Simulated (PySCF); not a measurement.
Si(NH2)2 (H4N2Si), SMILES N[Si]N (connectivity only; charge and spin as stated), neutral, multiplicity 1. Geometry: B3LYP-D3(BJ)/def2-TZVP. The values are those of a single conformer.

TDDFT-B3LYP/def2-SVPD (PySCF) puts the lowest singlet excitations at 5.27, 5.83, 5.87, 6.23, 6.38, 6.54 eV.

Task: What are the lowest excitation roots from ADC(2)/aug-cc-pVDZ run with PySCF? (An estimate is asked for; the answer gives what the named calculation found.)

Result: 5.32, 5.85, 5.89, 6.08, 6.21, 6.48 eV. S1 differs by 0.05 eV (second minus first; roots are paired by order, and the bases may differ).
